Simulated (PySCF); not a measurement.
These 2 structures share the formula C4H6O2S. Method: PBE0-D3(BJ)/def2-SVP geometry optimisation, gas phase (PySCF). Energies are electronic, without zero-point or thermal terms, for one conformer each. No frequencies were run at this level. Point groups hold within 0.08 Å.

Question: Order them by energy at this level, lowest first, and give relative energies in kJ/mol.
A. `[O:1]=[S:2]1(=[O:3])[CH:4]=[CH:5][CH2:6][CH2:7]1` with O1–S2–C4–C5 -99°, C4–C5–C6–C7 -15°, C5–C6–C7–S2 22°, O1–S2–C7–C6 91°
B. `[CH2:1]=[CH:2][S:3](=[O:4])(=[O:5])[CH:6]=[CH2:7]` with C1–C2–S3–O4 135°, C2–S3–C6–C7 -112°

Answer: A (0.0), B (114.6).

| SMILES | E (Eh) | E rel (kJ/mol) | dipole (D) | point group | A, B, C (MHz) |
| --- | --- | --- | --- | --- | --- |
| O=S1(=O)C=CCC1 | -703.76051 | 0.0 | 5.29 | C1 | 4023, 2099, 1964 |
| C=CS(=O)(=O)C=C | -703.71685 | 114.6 | 4.39 | C2 | 3729, 1789, 1675 |

Question: How do the relative energies change in single points at PBE0/pcSseg-1 (no added dispersion term) on the same geometries?

Answer: 
| SMILES | PBE0-D3(BJ)/def2-SVP (kJ/mol) | PBE0/pcSseg-1 (kJ/mol) | shift |
| --- | --- | --- | --- |
| O=S1(=O)C=CCC1 | 0.0 | 0.0 | 0.0 |
| C=CS(=O)(=O)C=C | 114.6 | 104.5 | -10.1 |

Each column counts from its own lowest isomer. The order is unchanged; the largest shift is 10.1 kJ/mol.
